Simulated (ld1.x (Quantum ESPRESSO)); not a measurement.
Sb: excitation energies, all-electron against TM

```
Element                 : Sb
Generator               : ld1.x (Quantum ESPRESSO) 7.5
Type                    : norm-conserving Troullier–Martins (Kleinman–Bylander form)
Functional              : LDA (PZ)
Relativity              : fully relativistic
Frozen core             : [Kr] 4d10
Valence charge          : 5
Reference configuration : 5s2 5p1.5 (charge +1.5)
Partial waves           : 5p (bound): rc 1.95 bohr; 5s (bound): rc 1.55 bohr
Local potential         : the s channel
Core correction         : none
```

Open shells are filled in proportion to 2j + 1 (rel_dist='average').

Energies are relative to the spin-unpolarised reference configuration 5s2 5p1.5; without spin polarisation the order of configurations can differ from experiment.

```csv
valence configuration,charge,ΔE all-electron (eV),error AE − PS (meV)
5s2 5p3,0,-15.652,+21
5s2 5p2,+1,-7.114,+3.6
5s2 5p1,+2,9.161,+5.6
5s2 5p2.5,+0.5,-12.289,+12
5s1 5p3,+1,1.676,+12
5s2 5p0,+3,33.973,+80
```

Task: What are ΔE and the potential's error for 5s2 5p3.3?

Result: ΔE = -16.864 eV all-electron; the error (AE − PS) is +25 meV.

Levels in the configuration 5s1 5p3:

```
   level  all-electron (eV)  pseudo (eV)
5s j=1/2            -21.773      -21.758
5p j=1/2            -13.422      -13.427
5p j=3/2            -12.623      -12.631
```

Note: ghost state, extra bound levels that the all-electron valence spectrum of the same l lacks: d at -8.0 eV. A true bound ghost makes a file unfit for plane-wave use.
